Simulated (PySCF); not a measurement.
## Calculated data, B$_{2}$GeH$_{8}$Si, BGeH$_{6}$NSi, BGeH$_{5}$OSi, BGeH$_{8}$NSi

All values are calculated (PySCF 2.14.0). Calculation on a computer-drawn molecule: the log of a Hartree-Fock and frozen-core CCSD(T) single point meant for a local Hartree-Fock minimum, with one planted fault or none, to be diagnosed. Offsets are logged minus clean, where the clean run is the same molecule without the fault. The reference is restricted for singlets and unrestricted otherwise, and also for a bond in bohr or an excited solution. Adding or removing an electron swaps singlet and doublet. The excited solution moves the top pair (singlet) or top alpha electron (doublet) to the lowest empty orbital. Highest occupied and lowest empty are orbital energies over both spins, largest force is the largest gradient component, triples share is (T) over the correlation energy, the T1 limit is 0.02 restricted and 0.045 unrestricted, electrons count all cores, a negative frequency is imaginary (commonest isotopes), and the dipole is about the centre of nuclear charge; on germanium a core potential holds 10 electrons, which the energies leave out, and 3d is frozen in MP2 and coupled-cluster steps.

Common to all runs: meant charge 0; meant multiplicity 1; meant basis cc-pV(D+d)Z; meant basis and core potential on germanium cc-pVDZ-PP ECP10MDF; logged SCF converged yes; possible faults no fault, one electron removed, one electron added, multiplicity raised by two, geometry at a saddle point, SCF held on an excited solution, minimal basis STO-3G, one bond length entered in bohr, all coordinates scaled.

```json
{"entry": 1, "formula": "B2GeH8Si", "logged_structure": {"atoms_angstrom": [["B", -2.1274, -1.4117, -2.4331], ["Si", -1.5342, -0.5054, -0.4886], ["Ge", -1.7918, 2.1385, -0.7091], ["B", -0.2541, 2.9427, -2.1877], ["H", -3.3584, -1.8156, -2.657], ["H", -1.2667, -1.4967, -3.4248], ["H", 0.0186, -0.8272, -0.1165], ["H", -2.4647, -0.9999, 0.7511], ["H", -1.6072, 2.8001, 0.8286], ["H", -3.3662, 2.4665, -1.2157], ["H", -0.5051, 2.9423, -3.4778], ["H", 0.921, 3.3644, -1.7801]]}, "given": {"logged_electrons": 64, "logged_basis_functions": 114, "logged_spin_squared": 0.0, "logged_highest_occupied [eV]": -9.4842, "logged_lowest_empty [eV]": 0.88378, "logged_largest_force [hartree/bohr]": 0.043972, "logged_T1_diagnostic": 0.014216, "logged_D1_diagnostic": 0.045657, "logged_triples_share": 0.029409, "logged_CC_converged": "yes", "logged_dipole_magnitude [debye]": 0.79805, "logged_SCF_stable_within_its_kind": "yes", "logged_energy_HF [hartree]": -636.20589, "logged_energy_CCSD(T) [hartree]": -636.66691, "drawn_bonds_atom": [1, 2, 3, 1, 1, 2, 2, 3, 3, 4, 4], "drawn_bonds_other_atom": [2, 3, 4, 5, 6, 7, 8, 9, 10, 11, 12], "drawn_bonds_order": [1, 1, 1, 1, 1, 1, 1, 1, 1, 1, 1]}, "results": {"planted_fault": "all coordinates scaled, by +9.6 %", "HF_energy_offset_from_clean_run [kcal/mol]": 43.47, "CCSD(T)_energy_offset_from_clean_run [kcal/mol]": 37.17}}
{"entry": 2, "formula": "BGeH6NSi", "logged_structure": {"atoms_angstrom": [["B", -1.39, 2.1409, -0.7311], ["Si", -0.2965, 0.8171, 0.3573], ["Ge", -0.8112, -1.3862, -0.5025], ["N", 0.095, -2.3624, -1.5409], ["H", -0.9218, 2.6994, -1.6817], ["H", -2.5425, 2.3358, -0.4662], ["H", -0.6727, 0.8083, 1.7921], ["H", 1.1684, 0.9975, 0.233], ["H", -2.1607, -1.9666, -0.0781], ["H", 0.9774, -1.9449, -1.8039]]}, "given": {"logged_electrons": 64, "logged_basis_functions": 104, "logged_spin_squared": 0.0, "logged_highest_occupied [eV]": -9.5296, "logged_lowest_empty [eV]": 0.46676, "logged_largest_force [hartree/bohr]": 7.8123e-06, "logged_lowest_frequency [cm^-1]": 31.722, "logged_T1_diagnostic": 0.021386, "logged_D1_diagnostic": 0.06938, "logged_triples_share": 0.036337, "logged_CC_converged": "yes", "logged_dipole_magnitude [debye]": 3.896, "logged_SCF_stable_within_its_kind": "yes", "logged_energy_HF [hartree]": -664.848, "logged_energy_CCSD(T) [hartree]": -665.37321, "drawn_bonds_atom": [1, 2, 3, 1, 1, 2, 2, 3, 4], "drawn_bonds_other_atom": [2, 3, 4, 5, 6, 7, 8, 9, 10], "drawn_bonds_order": [1, 1, 2, 1, 1, 1, 1, 1, 1]}, "results": {"planted_fault": "no fault", "HF_energy_offset_from_clean_run [kcal/mol]": 0.0, "CCSD(T)_energy_offset_from_clean_run [kcal/mol]": 0.0}, "notes": ["T1 above single-reference limit"]}
{"entry": 3, "formula": "BGeH6NSi", "logged_structure": {"atoms_angstrom": [["B", -1.39, 2.1409, -0.7311], ["Si", -0.2965, 0.8171, 0.3573], ["Ge", -0.8112, -1.3862, -0.5025], ["N", 0.095, -2.3624, -1.5409], ["H", -0.9218, 2.6994, -1.6817], ["H", -2.5425, 2.3358, -0.4662], ["H", -0.6727, 0.8083, 1.7921], ["H", 1.1684, 0.9975, 0.233], ["H", -2.1607, -1.9666, -0.0781], ["H", 1.7625, -1.5734, -2.0378]]}, "given": {"logged_electrons": 64, "logged_basis_functions": 104, "logged_spin_squared": 1.4046, "logged_highest_occupied [eV]": -8.5117, "logged_lowest_empty [eV]": 0.5834, "logged_largest_force [hartree/bohr]": 0.050977, "logged_T1_diagnostic": 0.071798, "logged_D1_diagnostic": 0.28875, "logged_triples_share": 0.042171, "logged_CC_converged": "yes", "logged_dipole_magnitude [debye]": 3.0726, "logged_SCF_stable_within_its_kind": "yes", "logged_energy_HF [hartree]": -664.74511, "logged_energy_CCSD(T) [hartree]": -665.23892, "drawn_bonds_atom": [1, 2, 3, 1, 1, 2, 2, 3, 4], "drawn_bonds_other_atom": [2, 3, 4, 5, 6, 7, 8, 9, 10], "drawn_bonds_order": [1, 1, 2, 1, 1, 1, 1, 1, 1]}, "results": {"planted_fault": "one bond length entered in bohr, row 9 of the drawn bonds", "HF_energy_offset_from_clean_run [kcal/mol]": 64.56, "CCSD(T)_energy_offset_from_clean_run [kcal/mol]": 84.27}, "notes": ["T1 above single-reference limit"]}
{"entry": 4, "formula": "BGeH5OSi", "logged_structure": {"atoms_angstrom": [["B", -0.0036, 0.985, -2.032], ["Si", 1.6677, 0.2551, -1.1313], ["O", 2.0592, 1.0254, 0.2789], ["Ge", 1.4058, 1.356, 1.9075], ["H", -1.2032, 2.7305, -1.2134], ["H", -0.3912, 0.4878, -3.0553], ["H", 2.8142, 0.3912, -2.0643], ["H", 1.4694, -1.195, -0.8662], ["H", 0.0146, 0.5782, 1.7061]]}, "given": {"logged_electrons": 64, "logged_basis_functions": 99, "logged_spin_squared": 0.6535, "logged_highest_occupied [eV]": -9.4031, "logged_lowest_empty [eV]": 0.66023, "logged_largest_force [hartree/bohr]": 0.01895, "logged_T1_diagnostic": 0.059288, "logged_D1_diagnostic": 0.2727, "logged_triples_share": 0.030936, "logged_CC_converged": "yes", "logged_dipole_magnitude [debye]": 0.74542, "logged_SCF_stable_within_its_kind": "yes", "logged_energy_HF [hartree]": -684.66177, "logged_energy_CCSD(T) [hartree]": -685.16905, "drawn_bonds_atom": [1, 2, 3, 1, 1, 2, 2, 4], "drawn_bonds_other_atom": [2, 3, 4, 5, 6, 7, 8, 9], "drawn_bonds_order": [1, 1, 1, 1, 1, 1, 1, 1]}, "results": {"planted_fault": "one bond length entered in bohr, row 4 of the drawn bonds", "HF_energy_offset_from_clean_run [kcal/mol]": 74.11, "CCSD(T)_energy_offset_from_clean_run [kcal/mol]": 73.9}, "notes": ["T1 above single-reference limit"]}
{"entry": 5, "formula": "BGeH5OSi", "logged_structure": {"atoms_angstrom": [["B", -0.0036, 0.985, -2.032], ["Si", 1.6677, 0.2551, -1.1313], ["O", 2.0592, 1.0254, 0.2789], ["Ge", 1.4058, 1.356, 1.9075], ["H", -0.6384, 1.9086, -1.5988], ["H", -0.3912, 0.4878, -3.0553], ["H", 2.8142, 0.3912, -2.0643], ["H", 1.4694, -1.195, -0.8662], ["H", 0.0146, 0.5782, 1.7061]]}, "given": {"logged_electrons": 64, "logged_basis_functions": 99, "logged_spin_squared": 0.0, "logged_highest_occupied [eV]": -5.8257, "logged_lowest_empty [eV]": -3.4201, "logged_largest_force [hartree/bohr]": 0.042176, "logged_CC_converged": "no", "logged_dipole_magnitude [debye]": 1.7292, "logged_SCF_stable_within_its_kind": "no", "logged_energy_HF [hartree]": -684.49238, "drawn_bonds_atom": [1, 2, 3, 1, 1, 2, 2, 4], "drawn_bonds_other_atom": [2, 3, 4, 5, 6, 7, 8, 9], "drawn_bonds_order": [1, 1, 1, 1, 1, 1, 1, 1]}, "results": {"planted_fault": "SCF held on an excited solution", "HF_energy_offset_from_clean_run [kcal/mol]": 180.4}, "notes": ["CCSD not converged"]}
{"entry": 6, "formula": "BGeH8NSi", "logged_structure": {"atoms_angstrom": [["B", -0.6563, -1.2141, 1.0983], ["Si", 0.7119, 0.1919, 0.5776], ["N", 0.0586, 1.7943, 0.7133], ["Ge", 1.4132, -0.113, -1.708], ["H", -0.3915, -2.3787, 0.971], ["H", -1.7401, -0.9403, 1.5377], ["H", 1.9243, -0.0528, 1.4172], ["H", 0.6284, 2.5752, 0.4432], ["H", -0.456, 2.0284, 1.5431], ["H", 2.2443, -1.3941, -1.8671], ["H", 2.2768, 1.0712, -2.1723], ["H", 0.2115, -0.2099, -2.6594]]}, "given": {"logged_electrons": 67, "logged_basis_functions": 114, "logged_spin_squared": 0.7605, "logged_highest_occupied [eV]": -0.73244, "logged_lowest_empty [eV]": 7.837, "logged_largest_force [hartree/bohr]": 0.039622, "logged_T1_diagnostic": 0.012073, "logged_D1_diagnostic": 0.0341, "logged_triples_share": 0.026307, "logged_CC_converged": "yes", "logged_dipole_magnitude [debye]": 8.0499, "logged_SCF_stable_within_its_kind": "yes", "logged_energy_HF [hartree]": -666.08209, "logged_energy_CCSD(T) [hartree]": -666.63543, "drawn_bonds_atom": [1, 2, 2, 1, 1, 2, 3, 3, 4, 4, 4], "drawn_bonds_other_atom": [2, 3, 4, 5, 6, 7, 8, 9, 10, 11, 12], "drawn_bonds_order": [1, 1, 1, 1, 1, 1, 1, 1, 1, 1, 1]}, "results": {"planted_fault": "one electron added", "HF_energy_offset_from_clean_run [kcal/mol]": 8.328, "CCSD(T)_energy_offset_from_clean_run [kcal/mol]": -4.109}}
{"entry": 7, "formula": "BGeH8NSi", "logged_structure": {"atoms_angstrom": [["B", -0.6563, -1.2141, 1.0983], ["Si", 0.7119, 0.1919, 0.5776], ["N", 0.0586, 1.7943, 0.7133], ["Ge", 1.4132, -0.113, -1.708], ["H", -0.3915, -2.3787, 0.971], ["H", -1.7401, -0.9403, 1.5377], ["H", 1.9243, -0.0528, 1.4172], ["H", 0.6284, 2.5752, 0.4432], ["H", -0.456, 2.0284, 1.5431], ["H", 2.2443, -1.3941, -1.8671], ["H", 2.2768, 1.0712, -2.1723], ["H", 0.2115, -0.2099, -2.6594]]}, "given": {"logged_electrons": 66, "logged_basis_functions": 114, "logged_spin_squared": 2.0175, "logged_highest_occupied [eV]": -7.411, "logged_lowest_empty [eV]": -1.3544, "logged_largest_force [hartree/bohr]": 0.043247, "logged_T1_diagnostic": 0.017991, "logged_D1_diagnostic": 0.09518, "logged_triples_share": 0.026516, "logged_CC_converged": "yes", "logged_dipole_magnitude [debye]": 3.2591, "logged_SCF_stable_within_its_kind": "yes", "logged_energy_HF [hartree]": -665.97872, "logged_energy_CCSD(T) [hartree]": -666.50526, "drawn_bonds_atom": [1, 2, 2, 1, 1, 2, 3, 3, 4, 4, 4], "drawn_bonds_other_atom": [2, 3, 4, 5, 6, 7, 8, 9, 10, 11, 12], "drawn_bonds_order": [1, 1, 1, 1, 1, 1, 1, 1, 1, 1, 1]}, "results": {"planted_fault": "multiplicity raised by two", "HF_energy_offset_from_clean_run [kcal/mol]": 73.2, "CCSD(T)_energy_offset_from_clean_run [kcal/mol]": 77.57}}
{"entry": 8, "formula": "BGeH8NSi", "logged_structure": {"atoms_angstrom": [["B", -0.6563, -1.2141, 1.0983], ["Si", 0.7119, 0.1919, 0.5776], ["N", 0.0586, 1.7943, 0.7133], ["Ge", 1.4132, -0.113, -1.708], ["H", -0.3915, -2.3787, 0.971], ["H", -1.7401, -0.9403, 1.5377], ["H", 1.9243, -0.0528, 1.4172], ["H", 0.6284, 2.5752, 0.4432], ["H", -0.456, 2.0284, 1.5431], ["H", 2.2443, -1.3941, -1.8671], ["H", 2.2768, 1.0712, -2.1723], ["H", 0.2115, -0.2099, -2.6594]]}, "given": {"logged_electrons": 65, "logged_basis_functions": 114, "logged_spin_squared": 0.7714, "logged_highest_occupied [eV]": -15.399, "logged_lowest_empty [eV]": -7.8936, "logged_largest_force [hartree/bohr]": 0.082021, "logged_dipole_magnitude [debye]": 1.9753, "logged_SCF_stable_within_its_kind": "yes", "logged_energy_HF [hartree]": -665.76684, "drawn_bonds_atom": [1, 2, 2, 1, 1, 2, 3, 3, 4, 4, 4], "drawn_bonds_other_atom": [2, 3, 4, 5, 6, 7, 8, 9, 10, 11, 12], "drawn_bonds_order": [1, 1, 1, 1, 1, 1, 1, 1, 1, 1, 1]}, "results": {"planted_fault": "one electron removed", "HF_energy_offset_from_clean_run [kcal/mol]": 206.2}, "notes": ["coupled-cluster numbers left out as unreliable"]}
{"entry": 9, "formula": "BGeH5OSi", "logged_structure": {"atoms_angstrom": [["B", -0.854, -0.0093, 0.9199], ["Si", -1.84, -1.6123, 1.6672], ["O", -3.4883, -1.4035, 1.8322], ["Ge", -1.5036, -3.6397, 0.2901], ["H", -1.406, 0.9058, 0.3704], ["H", 0.3454, 0.0144, 0.9697], ["H", -1.239, -1.9531, 2.9922], ["H", -3.8005, -0.6501, 2.3104], ["H", 0.0638, -3.4002, 0.2363]]}, "given": {"logged_electrons": 64, "logged_basis_functions": 99, "logged_spin_squared": 0.0, "logged_highest_occupied [eV]": -8.3132, "logged_lowest_empty [eV]": -0.014982, "logged_largest_force [hartree/bohr]": 1.9085e-05, "logged_lowest_frequency [cm^-1]": 98.874, "logged_T1_diagnostic": 0.017012, "logged_D1_diagnostic": 0.05404, "logged_triples_share": 0.025464, "logged_CC_converged": "yes", "logged_dipole_magnitude [debye]": 1.392, "logged_SCF_stable_within_its_kind": "yes", "logged_energy_HF [hartree]": -684.74895, "logged_energy_CCSD(T) [hartree]": -685.25814, "drawn_bonds_atom": [1, 2, 2, 1, 1, 2, 3, 4], "drawn_bonds_other_atom": [2, 3, 4, 5, 6, 7, 8, 9], "drawn_bonds_order": [1, 1, 1, 1, 1, 1, 1, 1]}, "results": {"planted_fault": "no fault", "HF_energy_offset_from_clean_run [kcal/mol]": 0.0, "CCSD(T)_energy_offset_from_clean_run [kcal/mol]": 0.0}}
{"entry": 10, "formula": "BGeH5OSi", "logged_structure": {"atoms_angstrom": [["B", -0.854, -0.0093, 0.9199], ["Si", -1.84, -1.6123, 1.6672], ["O", -3.4883, -1.4035, 1.8322], ["Ge", -1.5036, -3.6397, 0.2901], ["H", -1.406, 0.9058, 0.3704], ["H", 0.3454, 0.0144, 0.9697], ["H", -1.239, -1.9531, 2.9922], ["H", -3.8005, -0.6501, 2.3104], ["H", 0.0638, -3.4002, 0.2363]]}, "given": {"logged_electrons": 65, "logged_basis_functions": 99, "logged_spin_squared": 0.7624, "logged_highest_occupied [eV]": -1.572, "logged_lowest_empty [eV]": 5.5174, "logged_largest_force [hartree/bohr]": 0.018432, "logged_T1_diagnostic": 0.027716, "logged_D1_diagnostic": 0.12867, "logged_triples_share": 0.028776, "logged_CC_converged": "yes", "logged_dipole_magnitude [debye]": 3.9101, "logged_SCF_stable_within_its_kind": "yes", "logged_energy_HF [hartree]": -684.77659, "logged_energy_CCSD(T) [hartree]": -685.30207, "drawn_bonds_atom": [1, 2, 2, 1, 1, 2, 3, 4], "drawn_bonds_other_atom": [2, 3, 4, 5, 6, 7, 8, 9], "drawn_bonds_order": [1, 1, 1, 1, 1, 1, 1, 1]}, "results": {"planted_fault": "one electron added", "HF_energy_offset_from_clean_run [kcal/mol]": -17.34, "CCSD(T)_energy_offset_from_clean_run [kcal/mol]": -27.57}}
```
